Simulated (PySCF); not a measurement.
Sn(F)3(OSiH3) (F3H3OSiSn), SMILES [F][Sn]([F])([F])[O][SiH3].

Geometry optimised at PBE-D3(BJ)/def2-SVP. The structure was generated by enumeration; whether it is a known compound was not checked. The def2 effective core potentials stand for the cores of Sn; spin–orbit coupling is left out. Other conformers were not sampled.

Two levels are set side by side: PBE/def2-TZVP (PySCF) and B3LYP/def2-TZVP (PySCF). Same geometry, gas phase. Differences are taken from unrounded values.

| quantity | B3LYP |
|---|---|
| orbital gap (eV) | 5.30 |
| highest occupied level (eV) | -9.36 |
| lowest empty level (eV) | -4.06 |
| dipole moment (D) | 2.17 |
| mean polarisability (bohr³) | 62.2 |

Task: What does PBE give, and how far is it from B3LYP? (Estimate from the structure and the level; the computed values follow.)

Result: 
```
quantity                       PBE  PBE minus B3LYP
---------------------------  -----  ---------------
orbital gap (eV)              3.41            -1.89
highest occupied level (eV)  -8.07             1.29
lowest empty level (eV)      -4.65            -0.60
dipole moment (D)             2.05            -0.11
mean polarisability (bohr³)   65.9              3.7
```

PBE's occupied levels lie high since its potential decays too fast outside the molecule; exact exchange lowers them and widens the gap. Loosely held outer electrons make PBE densities more polarisable. Differences between two approximate levels are no errors against the true value.

Rough cost on one machine, each run with all the roots and properties that it gave: B3LYP against PBE within a factor of 2.
